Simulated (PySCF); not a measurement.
BOBr + HF → BOF + HBr

Level: PBE0 in the def2-TZVP basis family, all electrons, no relativity, computed in PySCF with density fitting; open shells unrestricted.

```json
{"species": "BOBr", "state and structure": "singlet, C∞v, B–Br 1.835 Å, B–O 1.203 Å; Br–B–O 180.0°", "E (Eh)": "-2673.93003", "ZPE (kJ/mol)": "19.9", "H(298 K) − H(0) (kJ/mol)": "10.9", "S° (J/(mol K))": "248.0"}
{"species": "HF", "state and structure": "singlet, C∞v, H–F 0.920 Å", "E (Eh)": "-100.39188", "ZPE (kJ/mol)": "24.9", "H(298 K) − H(0) (kJ/mol)": "8.7", "S° (J/(mol K))": "173.6"}
{"species": "BOF", "state and structure": "singlet, C∞v, B–F 1.282 Å, B–O 1.206 Å; F–B–O 180.0°", "E (Eh)": "-199.87926", "ZPE (kJ/mol)": "25.1", "H(298 K) − H(0) (kJ/mol)": "9.9", "S° (J/(mol K))": "224.6"}
{"species": "HBr", "state and structure": "singlet, C∞v, H–Br 1.421 Å", "E (Eh)": "-2574.45811", "ZPE (kJ/mol)": "16.0", "H(298 K) − H(0) (kJ/mol)": "8.7", "S° (J/(mol K))": "198.5"}
```

Q: What is the electronic reaction energy?

A: At PBE0/def2-TZVP, ΔE = -40.6 kJ/mol from the differences of the total energies times 2625.5, downhill. Ligand exchange with HF takes part in thermal etching.

Q: Add zero-point, thermal and entropy terms for 298.15 K and 1 bar.

A: ΔZPE = -3.7 and Δ[H(298) − H(0)] = -1.0 kJ/mol give ΔH° = -45.3 kJ/mol. ΔS° = 1.5 J/(mol K), so ΔG° = -45.3 − 298.15 × (0.0015) = -46 kJ/mol and log₁₀K = 8.0.

The structures come from searches over a few start shapes, so lower isomers are not excluded.
